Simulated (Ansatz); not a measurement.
Si₃Se₃⁻, relaxed as a doublet with UKS PBE-D4/def2-SVPD in Ansatz, starting from the GFN2-xTB geometry. Force threshold 0.02 eV/Å.

The structure comes from a short search, and lower isomers may exist.

Start:

```xyz
6

Si   -0.349   -1.433    1.451
Si   -1.277    2.214    0.124
Si    0.752   -0.784   -0.433
Se    2.222   -1.958   -1.530
Se   -1.643    0.582    1.727
Se    0.295    1.380   -1.340
```

Estimate the energy that the relaxation releases and the steps that it takes.

1.1 kcal/mol, in 4 steps; 15 s on 4 threads of AMD EPYC 7B13 on a shared host. No frequencies were taken in this run, so the end may be a saddle point.

Does the start keep its bonding and symmetry?

By distances, no bond broke or formed. The bond that changes most is Si1–Se5, from 2.41 to 2.34 Å (atoms count from 1). Point group Cs at the start, Cs at the end, both within 0.05 Å.

Predict the relaxed structure.


```xyz
6

Si   -0.384   -1.402    1.474
Si   -1.287    2.232    0.123
Si    0.775   -0.785   -0.462
Se    2.238   -1.964   -1.547
Se   -1.629    0.563    1.723
Se    0.286    1.356   -1.312
```
Bond lengths: 5 × Se–Si 2.17 to 2.35 Å; 1 × Si–Si 2.34 Å.
